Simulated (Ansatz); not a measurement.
Reaction (ligand exchange at the Al–Cl bond): `[CH3][Al]([SH])[Cl]` + H₂S → `[CH3][Al]([SH])[SH]` + HCl

Isolated molecules relaxed with PBE0-D4/def2-TZVP in Ansatz; ΔE leaves out vibrations. CBS: MP2 limit from def2 TZ/QZ plus the TZ coupled-cluster correction, frozen cores. This one scheme is used for every species. DFT in def2-TZVPP. B3LYP here is the variant with VWN-RPA as its local correlation; programs differ in this. Each species was taken in one conformer, which may not be the lowest.

```
              species  B3LYP energy (Eh)
`[CH3][Al]([SH])[Cl]`        -1141.57528
                  H₂S         -399.42676
`[CH3][Al]([SH])[SH]`        -1080.14410
                  HCl         -460.83627
```

**Question.** Work out ΔE.

**Answer.** ΔE = (-1080.14410) + (-460.83627) − (-1141.57528) − (-399.42676) = 0.02167 Eh = +56.9 kJ/mol. CCSD(T)/CBS gives +52.6 kJ/mol.

Largest T1 diagnostic among the species: 0.011.

In def2-TZVPP, CCSD(T) changes the Hartree–Fock value by −12.7 kJ/mol (the triples alone add −2.0 kJ/mol) and MP2 by −12.4 kJ/mol.
